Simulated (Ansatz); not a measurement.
This triplet is an excited state, 0.82 eV above the relaxed singlet at the level frozen-core CCSD(T)/cc-pVTZ // PBE0-D3(BJ)/def2-TZVP (Ansatz, a quantum-chemistry and plane-wave program).

A geometry relaxed with PBE0-D3(BJ)/def2-TZVP (Ansatz), charge 0, multiplicity 3:

```xyz
7

Ge    -0.2204    -0.9749     0.1255
H      2.5618    -0.9979     0.0303
H     -1.4650     1.1849    -0.0888
H      1.6549     0.9300    -0.1712
H     -2.5651    -0.0770     0.1001
N     -1.5994     0.1933     0.0308
B      1.6333    -0.2585    -0.0267
```

Task: Write the SMILES of this molecule.

Result: `[BH2][Ge][NH2]`
